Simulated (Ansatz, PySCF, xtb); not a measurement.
Energy landscape of H3Al, singlet: umbrella (inversion) coordinate, bond length relaxed. Scanned: angle between the Al-H bonds and the threefold axis (90 = planar). Other coordinates (Al-H bond length) were minimised at PBE0/def2-TZVP.

- CCSD(T)/cc-pVDZ = CCSD(T) on RHF/cc-pVDZ, frozen core in Ansatz (a program for electronic structure)
- GFN1-xTB (xtb)
- RKS-B3LYP/6-31G* = PySCF with restricted B3LYP/6-31G*, spherical d

Energies in mEh, each method relative to its own lowest point.

```tsv
a / °	CCSD(T)/cc-pVDZ	GFN1-xTB	RKS-B3LYP/6-31G*
90	0.0	0.0	0.0
92.51	…	…	0.4
95.82	2.5	1.8	2.4
99.06	6.0	4.3	5.8
102.15	10.9	…	10.5
105.09	16.8	12.1	16.2
107.98	23.9	17.4	23.2
111.20	33.3	24.6	32.4
114.54	44.7	…	43.7
117.17	55.0	42.2	53.9
119.64	65.7	51.3	64.6
122.32	78.5	…	77.5
126.03	98.4	81.1	97.6
129.35	118.4	101.0	118.0
132	136.0	119.5	136.1
```

**Question.** Some entries are withheld; supply them.

**Answer.** 
- 92.51, CCSD(T)/cc-pVDZ: 0.5
- 92.51, GFN1-xTB: 0.3
- 102.15, GFN1-xTB: 7.8
- 114.54, GFN1-xTB: 33.8
- 122.32, GFN1-xTB: 62.7
